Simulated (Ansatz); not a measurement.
The cluster Ga3⁻, relaxed as a singlet with RKS PBE-D4/def2-TZVPD in Ansatz, starting from the GFN2-xTB geometry. Force threshold 0.02 eV/Å.

The highest occupied level of the charge -1 singlet lies above zero (up to 0.45 eV). The electron is either unbound and held by the finite basis, or the level is raised by self-interaction error. The structure comes from a short search, and lower isomers may exist.

Start:

```tsv
atom	x (Å)	y (Å)	z (Å)
Ga1	-0.755	-0.491	1.011
Ga2	-0.016	1.325	-0.274
Ga3	0.770	-0.835	-0.736
```

| step | energy (eV) | largest force component (eV/Å) | SCF passes |
| --- | --- | --- | --- |
| 1 | -157111.3432 | 1.675 | 17 |
| 2 | -157111.5136 | 0.670 | 20 |
| 3 | -157111.5186 | 0.501 | 23 |
| 4 | -157111.5571 | 0.065 | 21 |
| 5 | -157111.5576 | 0.001 | 17 |

Force components are those of the run's own axes.

End:

Cartesian coordinates in Å:
```
Ga -0.808 -0.525 1.082
Ga -0.017 1.419 -0.294
Ga 0.824 -0.894 -0.788
```

By distances, no bond broke or formed. The bond that changes most is Ga1–Ga2, from 2.34 to 2.51 Å (atoms count from 1). The end is the same structure that another start reached, the lowest one found.

No frequencies were taken in this run, so the end may be a saddle point.

Run time 5.5 s (4 threads of Arm Neoverse V2 on a shared host).
